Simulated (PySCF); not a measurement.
## Structure from 2D NMR

Compound of formula C₄H₁₀OSi₃. Correlations simulated from computed shifts and the bond graph:

HSQC (one-bond C–H):
```
   δH     δC
10.00  199.0
 8.19  180.6
 0.50   -1.9
```

COSY cross peaks (H two or three bonds apart, from the bond graph; peaks can be absent where the dihedral angle is near 90°):
```
  δH    δH
8.19  5.25
5.25  4.79
5.25  0.50
4.79  3.74
```

HMBC (two and three bonds, from the bond graph):
```
   δH                         δC
10.00               180.6, 173.9
 8.19         199.0, 173.9, -1.9
 5.25         180.6, 173.9, -1.9
 4.79  199.0, 180.6, 173.9, -1.9
 3.74                      173.9
 0.50                      180.6
```

Carbons without hydrogens: δ 173.9.

- geometry from GFN2-xTB
- GIAO PBE0/pcSseg-1 shieldings
- code: PySCF 2.14
- fast rotation and ring inversion assumed for equivalent nuclei, non-relativistic Hamiltonian, in vacuum, one computed conformer

References, each an isolated molecule treated in the same way: 1H (σ = 31.72 ppm), 13C (σ = 186.93 ppm) against TMS.

Exchangeable hydrogens are left out of these lists.

Question: Assemble the structure.

Answer: `InChI=1S/C4H10OSi3/c1-7-3-4(2-5)8(7)6/h2-3,7-8H,1,6H3/t7-,8-/m1/s1`.

Mapped SMILES: `[CH3:1][Si@@H:2]1[CH:3]=[C:4]([CH:5]=[O:6])[Si@@H:7]1[SiH3:8]`. Each H is labelled by its parent atom.

1. δC 199.0 is C5, an aldehyde carbonyl carbon (δH 10.00).
2. δC 180.6 is C3, a β carbon of a C=C–C=O unit (δH 8.19).
3. δC 173.9 is C4, an α carbon of a C=C–C=O unit.
4. δC -1.9 is C1, a methyl carbon bonded to Si (δH 0.50).
5. HMBC from δH 10.00 reaches the proton-free carbon C4.
6. HMBC from δH 8.19 reaches the proton-free carbon C4.
7. HMBC from δH 5.25 reaches the proton-free carbon C4.
8. HMBC from δH 4.79 reaches the proton-free carbon C4.
9. COSY links 8.19–5.25, 5.25–4.79, 5.25–0.50, 4.79–3.74.

The data come from this structure; uniqueness wasn't tested.

Shifts are as computed. Against solution values, carbons near 30 ppm lie about +3 ppm off and those near 130 ppm about +5 ppm. Of 1211 compounds with measured shifts, 218 miss one by over three times the rms of a fit or turn the order of signals round; such compounds aren't used in these exercises.
